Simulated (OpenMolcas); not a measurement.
F IV: input and output

Input:

```
&GATEWAY
Coord
1

F 0.0 0.0 0.0
Basis=ANO-R3
Group=XYZ
NoMove
AngMom=0.0 0.0 0.0
AMFI
&SEWARD
&RASSCF
FileOrb=start.orb
Symmetry=1
Spin=3
nActEl=2 0 0
Inactive=2 0
Ras2=0 3
CIRoot=3 3 1
SDav=3
CIMx=300
Iter=120 100
PrWF=0.3
OrbListing=Nothing
MaxOrb=0
Atom
>>> COPY $Project.JobIph JOB001
&RASSCF
FileOrb=start.orb
Symmetry=1
Spin=1
nActEl=2 0 0
Inactive=2 0
Ras2=0 3
CIRoot=6 6 1
SDav=6
CIMx=300
Iter=120 100
PrWF=0.3
OrbListing=Nothing
MaxOrb=0
Atom
CIOnly
>>> COPY $Project.JobIph JOB002
&RASSI
NrOfJobIphs=2 3 6
1 2 3
1 2 3 4 5 6
IphNames
JOB001
JOB002
EJob
SpinOrbit
DIPRint=1.0
SOCoupling=1000.0
Subsets=2
MEES
Property=10
'ANGMOM' 1 'ANGMOM' 2 'ANGMOM' 3 'MLTPL  1' 1 'MLTPL  1' 2 'MLTPL  1' 3
'AMFI' 1 'AMFI' 2 'AMFI' 3 'MLTPL  2' 6
SOProperty=3
'ANGMOM' 1 'ANGMOM' 2 'ANGMOM' 3
```

Launched by
```bash
OMP_NUM_THREADS=1 MOLCAS_MEM=2252 MOLCAS_PROJECT=a pymolcas a.inp > a.log  # once for each step of the input, in one work folder
```

A driver script runs the steps one by one and writes start.orb anew before each from the orbitals found so far, so a CI-only block uses the converged orbitals of the first block.

Output, cut to the results:

```
--- SEWARD ---
Basis set label: F.ANO-R...4S4P2D1F.

      Electronic valence basis set:
      ------------------
      Associated Effective Charge   9.000000 au
      Associated Actual Charge      9.000000 au
      Nuclear Model: Finite nucleus - Gaussian distribution
        Gaussian exponent, Xi/bohr**(-2):  5.35469E+08

      Shell  nPrim  nBasis  Cartesian Spherical Contaminant
         s      13       4        X
         p       8       4        X
         d       4       2                 X
         f       3       1                 X
                  Relativistic X2C integrals
                  Atomic mean-field integrals
--- RASSCF ---
Wave function specifications:
      -----------------------------

      Number of closed shell electrons           4
      Number of electrons in active shells       2
      Max number of holes in RAS1 space          0
      Max nr of electrons in RAS3 space          0
      Number of inactive orbitals                2
      Number of active orbitals                  3
      Number of secondary orbitals              28
      Spin quantum number                      1.0
      State symmetry                             1
Orbital specifications:
      -----------------------

      Symmetry species                           1   2
                                                ag  au
      Frozen orbitals                            0   0
      Inactive orbitals                          2   0
      Active orbitals                            0   3
      RAS1 orbitals                              0   0
      RAS2 orbitals                              0   3
      RAS3 orbitals                              0   0
      Secondary orbitals                        12  16
      Deleted orbitals                           0   0
      Number of basis functions                 14  19
      Number of CSFs                             3
      Number of root(s) required                 3
      Iter CI   SX   CI       RASSCF       Energy    max ROT     max BLB   max BLB  Level Ln srch  Step   QN
          iter iter root      energy       change     param      element    value   shift minimum  type update
 Nr of preliminary CI iterations:   1
        1   1    7    0   -95.07500470    0.00E+00  -2.17E-01*   2   4 1 -7.78E-01*  0.00   0.00    SX    NO
        2   1    6    0   -95.40274066   -3.28E-01* -9.86E-03    1   4 1 -5.99E-02*  0.00   0.00    SX    NO
        3   1    6    0   -95.40381799   -1.08E-03* -1.83E-03    2   3 1  6.16E-03*  0.00   0.00    SX    NO
        4   1    5    0   -95.40384083   -2.28E-05*  4.91E-04    2   3 1  6.50E-04*  0.00   0.00    SX    NO
        5   1    5    0   -95.40384172   -8.94E-07* -7.37E-05    2   4 1 -2.21E-04*  0.00   0.85    QN   YES
        6   1    5    0   -95.40384176   -4.40E-08* -4.18E-06    2   4 1 -3.23E-05   0.00   1.04    QN   YES
        7   1    3    0   -95.40384176   -2.43E-10  -3.34E-07    2   4 1 -2.33E-06   0.00   1.06    QN   YES
      Convergence after  7 iterations
        8   1    3    0   -95.40384176   -1.62E-12  -3.34E-07    2   4 1 -6.26E-08   0.00   1.06    QN   YES
      Natural orbitals and occupation numbers for root  1
      sym 2:   1.000000   1.000000  -0.000000
      Natural orbitals and occupation numbers for root  2
      sym 2:   1.000000  -0.000000   1.000000
      Natural orbitals and occupation numbers for root  3
      sym 2:   0.000000   1.000000   1.000000
::    RASSCF root number  1 Total energy:    -95.40384176
::    RASSCF root number  2 Total energy:    -95.40384176
::    RASSCF root number  3 Total energy:    -95.40384176
--- RASSCF ---
Wave function specifications:
      -----------------------------

      Number of closed shell electrons           4
      Number of electrons in active shells       2
      Max number of holes in RAS1 space          0
      Max nr of electrons in RAS3 space          0
      Number of inactive orbitals                2
      Number of active orbitals                  3
      Number of secondary orbitals              28
      Spin quantum number                      0.0
      State symmetry                             1
Orbital specifications:
      -----------------------

      Symmetry species                           1   2
                                                ag  au
      Frozen orbitals                            0   0
      Inactive orbitals                          2   0
      Active orbitals                            0   3
...
--- RASSI ---
SPIN-FREE ENERGIES:
  (Shifted by EMIN (a.u.) =        -95.4038417634)

 SF State       Relative EMIN(au)   Rel lowest level(eV)    D:o, cm**(-1)      L_eff

     1             0.0000000000        0.0000000000              0.0000         1.0
     2             0.0000000000        0.0000000000              0.0000         1.0
     3             0.0000000000        0.0000000000              0.0000         1.0
     4             0.1256431021        3.4189229792          27575.4735         2.0
     5             0.1256431021        3.4189229792          27575.4735         2.0
     6             0.1256431021        3.4189229792          27575.4735         2.0
     7             0.1256431021        3.4189229792          27575.4735         2.0
     8             0.1256431021        3.4189229792          27575.4735         2.0
     9             0.3141077551        8.5473074480          68938.6838         0.0
     Dipole printing threshold changed to   1.00000000E+00
Eigenvalues of complex Hamiltonian:
   -----------------------------------
  (Shifted by EMIN (a.u.) =        -95.4038417634)

 SO State       Relative EMIN(au)   Rel lowest level(eV)    D:o, cm**(-1)     J-value

     1            -0.0019838218        0.0000000000              0.0000         0.0
     2            -0.0009797633        0.0273218233            220.3654         0.9
     3            -0.0009797633        0.0273218233            220.3654         0.7
     4            -0.0009797633        0.0273218233            220.3654         0.6
     5             0.0009643648        0.0802242450            647.0522         1.1
     6             0.0009643648        0.0802242450            647.0522         1.8
     7             0.0009643648        0.0802242450            647.0522         1.1
     8             0.0009643648        0.0802242450            647.0522         1.8
     9             0.0009643648        0.0802242450            647.0522         1.8
...
```

The J values that RASSI prints are effective ones from its own formula and need not be integers or half-integers; the table below assigns J from the states.

Levels above the lowest, from the spin-orbit matrix, grouped by J:

```tsv
Configuration	Term	J	E (eV)	Measured (eV)	Term weight %
2s² 2p²	³P	0	0.0000	0.0000	100
2s² 2p²	³P	1	0.0273	0.0279	100
2s² 2p²	³P	2	0.0802	0.0761	100
2s² 2p²	¹D	2	3.4733	3.1295	100
2s² 2p²	¹S	0	8.6020	6.6386	100
```

Against the 4 measured excited levels shown (Moore, Atomic Energy Levels, vol. I, NSRDS-NBS 35 (1971 reprint of NBS Circular 467, 1949)) the mean absolute deviation is 4700 cm-1; the largest miss in energy is 2s² 2p² ¹S₀: computed 8.6020, measured 6.6386 eV (+29.6 %).

Terms from blocks run as CI alone lack orbitals of their own. With the s shell closed, the reference lacks s² → p² mixing. Measured partners are found by configuration, term and J. A level has none where our copy of the source lacks it or the pairing is in doubt (some pairs that miss far off the trend of their configuration count as doubtful), and it then counts in no deviation. Only configurations of the active space appear.

The RASSCF and RASSI steps took 2.1 s on 1 thread of Arm Neoverse V1, with other jobs on the host; the integral step is not counted.

The term weight is that of the spin-free term in the level, not the purity of its configuration.
